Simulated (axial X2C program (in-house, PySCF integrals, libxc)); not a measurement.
**Low determinants of ZnN at the PBE0 level, without spin–orbit coupling**

Computed with an in-house relativistic program for diatomic molecules. Spin-free means the one-electron spin-free X2C Hamiltonian; the speed of light was multiplied by 4, so these are model numbers, not those of the real molecule. Basis: Zn dyall-v3z [9s9p5d3f2g], N dyall-v3z [6s6p2d1f] (cores contracted in-house); Gaussian nuclei, density fitting, unrestricted open shells. Masses: Zn 63.929 u, N 14.003 u.

Search at 2.031 Å (vertical energies from the lowest determinant):

```tsv
ΔE (eV)	state	electrons beyond evenly filled partner blocks	electrons in σ, π, δ, φ
0.00	M_S = 3/2, Λ = 0	σα, π+α, π-α	19 14 4 0
0.39	M_S = 1/2, Λ = 0	σβ, π+α, π-α	19 14 4 0
1.14	M_S = 1/2, Λ = 1	π+α, π+β, π-α	18 15 4 0
1.83	M_S = 1/2, Λ = 0	σα, π+β, π-α	19 14 4 0
1.83	M_S = 1/2, Λ = 2	σα, π+α, π+β	19 14 4 0
2.23	M_S = 3/2, Λ = 1	2 × σα, π+α, π+β, π-α	18 15 4 0
3.84	M_S = 3/2, Λ = 1	2 × π+α, π-α	18 15 4 0
```

Lowest determinant, M_S = 3/2, Λ = 0 (beyond evenly filled blocks: σα, π+α, π-α): Re = 2.023 Å, ωe = 372.4 cm⁻¹.

The determinant in row 2 of the search, M_S = 1/2, Λ = 0 (beyond evenly filled blocks: σβ, π+α, π-α), was followed along the bond at PBE0; measured from the minimum of the lowest determinant it gives:

Te = 0.367 eV (2960 cm⁻¹), Re = 1.960 Å, ωe = 491.6 cm⁻¹.

Task: Compare the bond of the determinant in row 2 with that of the lowest one.

Result: At PBE0 its Re is 0.063 Å shorter and its force constant, which goes as ωe², is 1.74 times that of the lowest determinant. This determinant mixes spin states, so it has no term energy of its own.

The search compares states at one distance, so a state with another bond length can lie lower; it is not exhaustive and yields mostly the lowest determinant of each block pattern, so other components and higher states of one pattern are missing. These are energies of single determinants, not of spin-adapted states; PBE0 term energies can be off by some tenths of an eV, and the functional has no current term. The lowest determinant need not be the ground state where others lie within half an eV. Row 2 is spin-contaminated (⟨S²⟩ = 1.76 against 0.75), so its values are not those of a pure state.
